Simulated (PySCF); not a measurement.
C4H5, charge -1, singlet, at a GFN2-xTB geometry; MP2/6-31G (PySCF).

Input for PySCF:
```python
from pyscf import gto, scf, mp

mol = gto.M(
    atom='''
C    -0.004777   -0.008469    0.427331
C    -0.001740   -0.769514   -0.833853
C     0.020257    0.754235   -0.884483
C    -0.020486   -0.113090    1.733287
H    -0.907818   -1.268940   -1.192104
H     0.897518   -1.294348   -1.172425
H     0.936283    1.226025   -1.251408
H    -0.873917    1.251501   -1.271141
H    -0.011584    0.906790    2.233392
''',
    basis='6-31g',
    charge=-1,
    spin=0,
    verbose=4,
)

mf = scf.RHF(mol)
mf.kernel()

pt = mp.MP2(mf, frozen=4)
pt.kernel()
print('E(MP2) = %.10f' % pt.e_tot)
mf.analyze()
```

The log (banner, timings and long lists left out):

```
PySCF version 2.14.0

[INPUT] verbose = 4
[INPUT] num. atoms = 9
[INPUT] num. electrons = 30
[INPUT] charge = -1
[INPUT] spin (= nelec alpha-beta = 2S) = 0
[INPUT] symmetry False subgroup None
[INPUT] Mole.unit = angstrom
[INPUT] Symbol           X                Y                Z      unit          X                Y                Z       unit  Magmom
[INPUT]  1 C     -0.004777000000  -0.008469000000   0.427331000000 AA   -0.009027221697  -0.016004090549   0.807538554537 Bohr   0.0
[INPUT]  2 C     -0.001740000000  -0.769514000000  -0.833853000000 AA   -0.003288123457  -1.454170709019  -1.575753798147 Bohr   0.0
[INPUT]  3 C      0.020257000000   0.754235000000  -0.884483000000 AA    0.038280182105   1.425297583561  -1.671430631834 Bohr   0.0
[INPUT]  4 C     -0.020486000000  -0.113090000000   1.733287000000 AA   -0.038712929388  -0.213709127427   3.275437725269 Bohr   0.0
[INPUT]  5 H     -0.907818000000  -1.268940000000  -1.192104000000 AA   -1.715527390950  -2.397949068506  -2.252750071999 Bohr   0.0
[INPUT]  6 H      0.897518000000  -1.294348000000  -1.172425000000 AA    1.696063211867  -2.445963229879  -2.215562151593 Bohr   0.0
[INPUT]  7 H      0.936283000000   1.226025000000  -1.251408000000 AA    1.769318445086   2.316851471870  -2.364818390090 Bohr   0.0
[INPUT]  8 H     -0.873917000000   1.251501000000  -1.271141000000 AA   -1.651463785602   2.364994134619  -2.402108355706 Bohr   0.0
[INPUT]  9 H     -0.011584000000   0.906790000000   2.233392000000 AA   -0.021890587427   1.713584752494   4.220499208795 Bohr   0.0

nuclear repulsion = 101.474242644742
number of shells = 30
number of NR pGTOs = 108
number of NR cGTOs = 46
basis = 6-31g
ecp = {}

******** <class 'pyscf.scf.hf.RHF'> ********
method = RHF
initial guess = minao
damping factor = 0
level_shift factor = 0
DIIS = <class 'pyscf.scf.diis.CDIIS'>
diis_start_cycle = 1
diis_space = 8
diis_damp = 0
SCF conv_tol = 1e-09
SCF conv_tol_grad = None
SCF max_cycles = 50
direct_scf = True
direct_scf_tol = 1e-13
Set gradient conv threshold to 3.16228e-05
Initial guess from minao.
init E= -155.023173728565
  HOMO = -0.158106477843286  LUMO = 0.078985331795405  gap/eV = 6.45160
cycle= 1 E= -154.060944676559  delta_E= 0.962  |g|= 0.407  |ddm|= 2.91
  HOMO = 0.0474080188534383  LUMO = 0.399265372687556  gap/eV = 9.57453
cycle= 2 E= -154.115758561348  delta_E= -0.0548  |g|= 0.199  |ddm|= 1.19
  HOMO = -0.0343024534473517  LUMO = 0.400564252791681  gap/eV = 11.83333
cycle= 3 E= -154.127539738593  delta_E= -0.0118  |g|= 0.0514  |ddm|= 0.413
  HOMO = -0.04022983414812  LUMO = 0.40061253186778  gap/eV = 11.99593
cycle= 4 E= -154.129197169929  delta_E= -0.00166  |g|= 0.022  |ddm|= 0.146
  HOMO = -0.0390878750259434  LUMO = 0.404154169175809  gap/eV = 12.06123
cycle= 5 E= -154.129435653958  delta_E= -0.000238  |g|= 0.00741  |ddm|= 0.061
  HOMO = -0.041084946465715  LUMO = 0.404003408345713  gap/eV = 12.11147
cycle= 6 E= -154.129499902346  delta_E= -6.42e-05  |g|= 0.00243  |ddm|= 0.0455
  HOMO = -0.041701683437533  LUMO = 0.404123973286437  gap/eV = 12.13153
cycle= 7 E= -154.129503970837  delta_E= -4.07e-06  |g|= 0.000582  |ddm|= 0.0112
  HOMO = -0.0417652149772121  LUMO = 0.404170397025641  gap/eV = 12.13453
cycle= 8 E= -154.129504181305  delta_E= -2.1e-07  |g|= 0.000116  |ddm|= 0.00214
  HOMO = -0.0417649045895716  LUMO = 0.404162173956441  gap/eV = 12.13429
cycle= 9 E= -154.129504190782  delta_E= -9.48e-09  |g|= 2.69e-05  |ddm|= 0.000553
  HOMO = -0.0417663259752541  LUMO = 0.404161425892948  gap/eV = 12.13431
cycle= 10 E= -154.129504191258  delta_E= -4.76e-10  |g|= 1.03e-05  |ddm|= 0.00015
  HOMO = -0.0417656499974222  LUMO = 0.40416201939363  gap/eV = 12.13431
Extra cycle  E= -154.129504191315  delta_E= -5.63e-11  |g|= 4.95e-06  |ddm|= 3.21e-05
converged SCF energy = -154.129504191315

******** <class 'pyscf.mp.mp2.RMP2'> ********
nocc = 11, nmo = 42
frozen orbitals 4
E(RMP2) = -154.484121340995  E_corr = -0.354617149680572
E(SCS-RMP2) = -154.483486832205  E_corr = -0.353982640890688
E_corr(same-spin) = -0.0825668523761515
E_corr(oppo-spin) = -0.27205029730442
E(MP2) = -154.4841213410
**** SCF Summaries ****
Total Energy =                        -154.129504191314794
Nuclear Repulsion Energy =             101.474242644742219
One-electron Energy =                 -414.328456841402613
Two-electron Energy =                  158.724710005345599
Two-electron Coulomb Energy =          181.379507859392334
DFT Exchange-Correlation Energy =      -22.654797854046734
HOMO-LUMO gap [eV] =                    12.134309948798851
**** MO energy ****
MO #1   energy= -11.0322700705364  occ= 2
MO #2   energy= -11.0278523802185  occ= 2
MO #3   energy= -10.9918453079825  occ= 2
MO #4   energy= -10.93946960655    occ= 2
MO #5   energy= -0.923395373641265 occ= 2
MO #6   energy= -0.704578658952996 occ= 2
MO #7   energy= -0.623521624382412 occ= 2
MO #8   energy= -0.498343150540625 occ= 2
MO #9   energy= -0.437352413979341 occ= 2
MO #10  energy= -0.343201043875939 occ= 2
MO #11  energy= -0.313011706961154 occ= 2
MO #12  energy= -0.244118339891696 occ= 2
MO #13  energy= -0.215037200011915 occ= 2
MO #14  energy= -0.103745418779349 occ= 2
MO #15  energy= -0.0417656499974222 occ= 2
MO #16  energy= 0.40416201939363   occ= 0
MO #17  energy= 0.424101417296109  occ= 0
MO #18  energy= 0.469018866554739  occ= 0
MO #19  energy= 0.500645448564956  occ= 0
MO #20  energy= 0.534091362351906  occ= 0
MO #21  energy= 0.544240381863917  occ= 0
MO #22  energy= 0.558824496813171  occ= 0
MO #23  energy= 0.599923905889498  occ= 0
 ** Mulliken pop on meta-lowdin orthogonal AOs  **
 ** Mulliken pop  **
 ** Mulliken atomic charges  **
charge of    0C =     -0.13442
charge of    1C =     -0.23725
charge of    2C =     -0.27883
charge of    3C =     -0.55997
charge of    4H =      0.05493
charge of    5H =      0.05493
charge of    6H =      0.05597
charge of    7H =      0.05597
charge of    8H =     -0.01134

WARN: System has nonzero charge -1; the dipole moment is origin-dependent.
Location of origin: [0. 0. 0.]

Dipole moment(X, Y, Z, Debye):  0.07502,  1.23775, -5.28402
```
